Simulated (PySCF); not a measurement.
Ga(PH2)3 (GaH6P3), SMILES [PH2][Ga]([PH2])[PH2].

Geometry optimised at PBE0-D3(BJ)/def2-SVP. The structure was generated by enumeration; whether it is a known compound was not checked. Other conformers were not sampled.

Two levels are set side by side: PBE/def2-TZVP (PySCF) and M06-2X/def2-TZVP (PySCF). Same geometry, gas phase. Differences are taken from unrounded values.

```
quantity                     M06-2X    PBE  PBE minus M06-2X
---------------------------  ------  -----  ----------------
orbital gap (eV)               7.04   3.79             -3.25
highest occupied level (eV)   -7.96  -6.05              1.91
lowest empty level (eV)       -0.92  -2.27             -1.34
dipole moment (D)              0.60   0.57             -0.02
mean polarisability (bohr³)   116.1  120.6               4.4
```

Without exact exchange PBE keeps part of each electron's self-repulsion, which lifts occupied levels and narrows the gap. PBE's more diffuse valence density responds more strongly to a field. Differences between two approximate levels are no errors against the true value.

Rough cost on one machine, each run with all the roots and properties that it gave: M06-2X against PBE about 2 times.
